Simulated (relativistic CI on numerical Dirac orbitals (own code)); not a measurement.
## Mg³⁺: what numerical and physical settings do to a radial Dirac CI calculation

Reference input:

```
atom Mg  Z=12  charge=3  electrons=9
nucleus A=24  rms_radius_fm=3.0570
hamiltonian dirac-coulomb  breit=on  qed=on  c_scale=1
orbitals kli  potential=per-configuration
slater_scale 1
correlation none
mixing on
grid step=0.0125 r_max=25.7
scf mixing=0.4 start=green max_iterations=150 tolerance=2e-08 node_fill=0.05
configurations
  [He] 2s2 2p5
  [He] 2s 2p6
  [He] 2s2 2p4 3s
end
```

Computed lowest total energy -196.20998 Ha, first excitation 2204.5 cm⁻¹, 30 SCF steps. Runs with settings changed; * marks those that are bad on purpose:

| Changed | Outcome | Lowest level | ΔE (Ha) | First excitation (cm⁻¹) | SCF steps | Message |
| --- | --- | --- | --- | --- | --- | --- |
| SCF mixing 0.7 | converged | 2s2.2p5 2P°_3/2 | 1.69e-11 | 2204.5 | 25 |  |
| end of the grid at 17.99 bohr, iteration limit 30 | converged | 2s2.2p5 2P°_3/2 | 5.68e-14 | 2204.5 | 30 |  |
| QED terms off | converged | 2s2.2p5 2P°_3/2 | -0.0207 | 2197.7 | 30 |  |
| Breit term off | converged | 2s2.2p5 2P°_3/2 | -0.0313 | 2357.3 | 30 |  |
| SCF mixing 1.8 * | converged | 2s2.2p5 2P°_3/2 | 5.94e-11 | 2204.5 | 33 |  |
| grid step 0.3 * | not converged |  |  |  | 34 | SCF of 1s2 2s2 2p5 stopped: an orbital could not be found |

With so few configurations and no correlation, terms lie too far apart (by 10 to 50 % near neutrality), their order can be wrong, and levels of other configurations are missing.
